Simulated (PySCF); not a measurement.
Species: C4H9NSi.
Z-matrix (Å and degrees, PBE0-D3(BJ)/def2-SVP geometry), rows numbered from 1:
```
C 
N   1  1.2617
Si  2  1.7583  1  124.88
C   3  1.8863  2  116.72  1   132.67
C   4  1.5542  3   86.66  2   132.62
C   5  1.5543  4  100.85  3   -21.90
H   1  1.1130  2  124.50  3     0.44
H   1  1.1072  2  120.60  3  -179.61
H   3  1.5047  2  110.81  1    -1.80
H   4  1.0987  3  122.58  2  -107.50
H   4  1.1021  3  109.49  2    21.36
H   5  1.1027  4  114.72  3  -145.77
H   5  1.1023  4  109.88  3    94.00
H   6  1.0988  3  122.49  2   107.85
H   6  1.1021  3  109.53  2   -21.04
```

Probes without a nucleus sit at each ring's centroid and 1 Å off its mean plane on both sides; NICS is minus the shielding there, NICSzz its component along the normal. Level: GIAO PBE0/pcSseg-1 (PySCF, non-relativistic, gas phase) on the PBE0-D3(BJ)/def2-SVP geometry, one conformer.

Ring bond lengths (Å), with Mayer bond orders in brackets: Si3–C4 1.886 (0.93), C4–C5 1.554 (0.99), C5–C6 1.554 (0.99), C6–Si3 1.887 (0.93).

Question: What do the NICS probes read (ppm)?

Answer: 
| ring | type | NICS(0) | NICS(1), two faces | NICS(1)zz, two faces | rms pucker (Å) | centre to ring atoms, mean (Å) |
| --- | --- | --- | --- | --- | --- | --- |
| Si3–C4–C5–C6 | 4-membered ring with Si; formal bonds all single | -1.8 | -1.9 / -1.0 | 0.8 / 3.8 | 0.14 | 1.20 |

Question: What do they say, and how far can they be read as aromaticity?

Answer: 
- Si3–C4–C5–C6: mean NICS(1)zz 2.3 ppm, near zero. Si3, C4, C5, C6 have four or more neighbours; no verdict on aromaticity is drawn. The two faces differ by 3.0 ppm, so no symmetry operation interchanges them.

Question: How shielded are the nuclei of the rings and their hydrogens (means over atoms taken as equivalent)?

Answer: 
```
   atoms                  environment  σ isotropic (ppm)  principal values of the symmetric part, first atom (ppm)
     Si3                  SiH silicon              342.4                                       313.1, 344.8, 369.2
 C4 (×2)  sp3 carbon bound to silicon              168.4                                       146.5, 172.4, 186.3
      C5    four-membered-ring carbon              164.6                                       151.7, 163.8, 178.3
      H9                Si–H hydrogen              26.11                                          23.9, 24.3, 30.1
H10 (×2)           methylene hydrogen              30.09                                          26.0, 27.0, 37.3
H11 (×2)           methylene hydrogen              29.61                                          26.5, 27.5, 34.9
     H12           methylene hydrogen              28.90                                          24.3, 26.5, 35.9
     H13           methylene hydrogen              29.34                                          25.7, 27.6, 34.7
```

Question: How do the values depend on the level or the medium?

Answer: 
```json
{"level": "PBE0/pcSseg-1, gas", "NICS(0), Si3–C4–C5–C6": "-1.8", "mean NICS(1)zz, Si3–C4–C5–C6": "2.3"}
{"level": "mPW1PW91/pcSseg-2, gas", "NICS(0), Si3–C4–C5–C6": "-1.7", "mean NICS(1)zz, Si3–C4–C5–C6": "2.2"}
{"level": "PBE0/pcSseg-1, IEF-PCM acetonitrile", "NICS(0), Si3–C4–C5–C6": "-1.9", "mean NICS(1)zz, Si3–C4–C5–C6": "2.3"}
{"level": "PBE0/pcSseg-1, IEF-PCM cyclohexane", "NICS(0), Si3–C4–C5–C6": "-1.9", "mean NICS(1)zz, Si3–C4–C5–C6": "2.3"}
```

The geometry is the same throughout; the continuum's cavity takes Bondi-type radii × 1.2.
